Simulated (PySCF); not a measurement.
PySCF input file for C4H9FSi, SMILES C[SiH](C)/C=C\F, SMD-B3LYP/def2-SVP. The structure is a stationary point at PBE0-D3(BJ)/def2-SVP. The structure was generated by enumeration; whether it is a known compound was not checked. The values are those of a single conformer.

```python
import numpy as np
from pyscf import gto, scf, dft
from pyscf.solvent import smd

mol = gto.M(
    atom='''
    C    -1.24021334    0.50963787    1.54511024
    Si   -0.90063275   -0.50442278    0.00000000
    C    -1.24021334    0.50963786   -1.54511024
    C     0.88338529   -1.10423861    0.00000000
    C     1.93032112   -0.28512706    0.00000000
    F     1.78875793    1.04626472   -0.00000000
    H    -2.27983533    0.87257890    1.56061787
    H    -1.07024942   -0.08585945    2.45497577
    H    -0.56849119    1.38134968    1.57705036
    H    -1.76597358   -1.72764993    0.00000000
    H    -0.56849119    1.38134967   -1.57705036
    H    -2.27983532    0.87257890   -1.56061788
    H    -1.07024942   -0.08585945   -2.45497577
    H     1.12542931   -2.17165302   -0.00000000
    H     2.98805489   -0.57075929   -0.00000000
    ''',
    basis='def2-SVP',
    charge=0,
    spin=0,
    max_memory=1600,
    verbose=3,
)
mf = dft.RKS(mol, xc='b3lyp').density_fit(auxbasis='def2-universal-jkfit')
mf.grids.level = 3
mf.conv_tol = 1e-9
mf.max_cycle = 100
mf.kernel()
res = {}
for name in ['water', 'tetrahydrofuran', 'methanol']:
    s = mf.SMD()
    s.with_solvent.solvent, s.with_solvent.sasa_ng = name, 194
    s.kernel(mf.make_rdm1())
    res[name] = (s.e_tot, s.with_solvent.get_cds(), s.dip_moment(), s.mo_energy, s.converged)
    print(f'SMD {name}: dG(solv) = {(s.e_tot - mf.e_tot) * 627.509474:.3f} kcal/mol, of which CDS {res[name][1] * 627.509474:.3f}')
```

Output:

```
converged SCF energy = -546.914535193618
converged SCF energy = -546.909315772225
Dipole moment(X, Y, Z, Debye):  0.68988, -0.62711, -0.00000
SMD water: dG(solv) = 3.275 kcal/mol, of which CDS 5.944
converged SCF energy = -546.916024342408
Dipole moment(X, Y, Z, Debye):  0.65724, -0.60487, -0.00000
SMD tetrahydrofuran: dG(solv) = -0.934 kcal/mol, of which CDS 1.239
converged SCF energy = -546.916064321346
Dipole moment(X, Y, Z, Debye):  0.68497, -0.62350, -0.00000
SMD methanol: dG(solv) = -0.960 kcal/mol, of which CDS 1.632
```

Self-consistency was reached.

Cost: roughly 2.0 core-minutes.
